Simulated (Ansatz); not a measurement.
`[Cl][Zn][Br]` and `[F][Zn][Cl]` differ in one atom or group.

Ansatz, PBE0-D4/def2-TZVP geometries, multiplicity 1. 

Scalar relativity is left out up to krypton.

```json
{"property": "HOMO energy (PBE/def2-TZVPP) / eV", "`[Cl][Zn][Br]`": "-7.46"}
{"property": "HOMO–LUMO gap (ωB97M-V/def2-TZVPP) / eV", "`[Cl][Zn][Br]`": "11.04"}
{"property": "LUMO energy (B3LYP/def2-TZVPP) / eV", "`[Cl][Zn][Br]`": "-2.04"}
{"property": "LUMO energy (PBE0/def2-TZVPP) / eV", "`[Cl][Zn][Br]`": "-1.71"}
{"property": "HOMO energy (B3LYP/def2-TZVPP) / eV", "`[Cl][Zn][Br]`": "-8.47"}
{"property": "HOMO energy (ωB97M-V/def2-TZVPP) / eV", "`[Cl][Zn][Br]`": "-10.95"}
```

(1) Give the same properties after the change, and the shifts. (Estimate.)

Answers

(1) The calculation gave: 
```
                               property  `[F][Zn][Cl]`  shift
      HOMO energy (PBE/def2-TZVPP) / eV          -7.98  -0.52
HOMO–LUMO gap (ωB97M-V/def2-TZVPP) / eV          11.72   0.68
    LUMO energy (B3LYP/def2-TZVPP) / eV          -2.16  -0.12
     LUMO energy (PBE0/def2-TZVPP) / eV          -1.79  -0.08
    HOMO energy (B3LYP/def2-TZVPP) / eV          -9.16  -0.69
  HOMO energy (ωB97M-V/def2-TZVPP) / eV         -11.72  -0.77
```

With PBE0 the HOMO falls by 0.69 eV and the LUMO falls by 0.08 eV, so the gap widens by about 0.61 eV. PBE moves the HOMO by -0.52 eV and ωB97M-V by -0.77 eV.

B3LYP here is the variant with VWN-RPA as its local correlation; programs differ in this.

Spin–orbit coupling is left out; it splits and shifts lone-pair levels of the heavy atoms by tenths of an eV.
